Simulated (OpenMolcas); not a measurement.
## SiF4 (silicon tetrafluoride): the vertical ionisation energy from total energies

SiF4: 5 atoms, total charge 0, spin state singlet. As SMILES, `F[Si](F)(F)F`. The shape is that of a PBE0-D4/def2-TZVP optimisation.

```
atom    x (Å)    y (Å)    z (Å)
   F   0.1432  -0.7919   1.3385
  Si   0.0000   0.0000   0.0000
   F  -1.0471   1.1444   0.1817
   F  -0.4772  -0.9678  -1.1290
   F   1.3811   0.6153  -0.3912
```

Both states at this one shape; open shells run unrestricted unless said. 1 Eh = 27.2114 eV.

| level | program | singlet SiF4 (Eh) | doublet [SiF4]+ (Eh) | HOMO of the first (eV) |
| --- | --- | --- | --- | --- |
| B3LYP/6-31G* (Cartesian functions) | OpenMolcas | -689.107545 | -688.557227 | -11.94 |
| BHLYP/6-311+G** | OpenMolcas | -689.110823 | -688.505305 | -15.12 |

Work out the vertical ionisation energy at each level.


1. B3LYP/6-31G* (Cartesian functions): -688.557227 − (-689.107545) = 0.550318 Eh = 14.97 eV; −ε(HOMO) = 11.94 eV.
2. BHLYP/6-311+G**: -688.505305 − (-689.110823) = 0.605518 Eh = 16.48 eV; −ε(HOMO) = 15.12 eV.

No measured value is set beside it here; the levels span 14.97 to 16.48 eV.
